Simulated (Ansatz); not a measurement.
C₃H₅BInN, SMILES `C#[C][In]1[BH][CH]1N`, relaxed with RKS PBE0-D4/def2-TZVP in Ansatz 0.2.0 from a GFN2-xTB geometry. The force threshold is 0.005 eV/Å; the program also tests the step.

Total charge 0; spin multiplicity 1. In takes the def2 core potential.

Start:

```xyz
11

C    -0.173   -1.425    3.527
C     0.065   -1.315    2.346
In    0.436   -1.261    0.118
B     0.506   -0.454   -2.176
C     0.039    0.833   -1.834
N    -0.275    1.193   -0.451
H    -0.379   -1.508    4.562
H     0.863   -1.197   -2.989
H    -0.120    1.640   -2.552
H     0.284    1.998   -0.167
H    -1.246    1.497   -0.384
```

Task: How much energy does the relaxation release, and in how many steps? (Best estimate.)

Result: The calculation gave: 9.33 kcal/mol, in 9 steps, 1 of them rejected.

Task: Which bonds change most? (Best estimate.)

Result: Ansatz gave: In3–B4 from 2.433 to 2.193 Å; In3–N6 from 2.618 to 2.396 Å; C2–In3 from 2.259 to 2.100 Å; B4–H8 from 1.158 to 1.188 Å.

Task: Give the relaxed structure. (Best estimate.)

Result: The calculation gave: 
```xyz
11

C    -0.132   -1.453    3.411
C     0.014   -1.262    2.224
In    0.289   -0.999    0.159
B     0.515   -0.570   -1.980
C     0.060    0.784   -1.802
N    -0.304    1.241   -0.451
H    -0.263   -1.617    4.457
H     0.875   -1.233   -2.898
H    -0.048    1.536   -2.584
H     0.264    2.023   -0.141
H    -1.270    1.549   -0.394
```
